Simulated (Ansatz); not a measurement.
Consider the redistribution: `B[SiH2][SiH](N)F` + `[SiH3][SeH]` → `N[SiH](F)[SeH]` + `B[SiH2][SiH3]`.

Isolated molecules relaxed with PBE0-D4/def2-TZVP in Ansatz; ΔE leaves out vibrations. CCSD(T)/CBS adds triple-zeta CCSD(T) − MP2 to the extrapolated MP2 energy (def2 sets, frozen cores). DFT in def2-TZVPP. B3LYP here is the variant with VWN-RPA as its local correlation; programs differ in this. For Se outer-core shells are correlated without core-valence functions, which leaves a few kJ/mol of doubt a bond. Scalar relativity is left out up to krypton. One conformer a species, not always the lowest.

Q: Is it downhill or uphill in electronic energy at CCSD(T)/CBS, and by how much? (An estimate is asked.)

A: Computed: Downhill: ΔE = -3.4 kcal/mol.

Q: What do these levels give: PBE0-D4, CAM-B3LYP-D4, ωB97X-V, B2PLYP, B3LYP, r2SCANh, MP2/def2-TZVPP, CCSD/def2-TZVPP, HF/def2-QZVPP, MP2/def2-QZVPP, SCS-MP2/def2-QZVPP, CCSD/CBS(def2)? (Best estimate.)

A: Ansatz gave: PBE0-D4 -3.2, CAM-B3LYP-D4 -2.9, ωB97X-V -3.0, B2PLYP -3.1, B3LYP -2.8, r2SCANh -3.7, MP2/def2-TZVPP -3.7, CCSD/def2-TZVPP -3.6, HF/def2-QZVPP -3.4, MP2/def2-QZVPP -3.6, SCS-MP2/def2-QZVPP -3.3, CCSD/CBS(def2) -3.4 kcal/mol.

Largest T1 diagnostic among the species: 0.014.

From BLYP to BHLYP (50 % exact exchange), in def2-TZVPP and without D4, ΔE moves by −0.8 kcal/mol. Leaving LDA and LC-ωPBE aside and taking each functional with its dispersion term where it has one, the values, not all of them listed here, spread over 1.5 kcal/mol, from B97M-V to BLYP-D4.
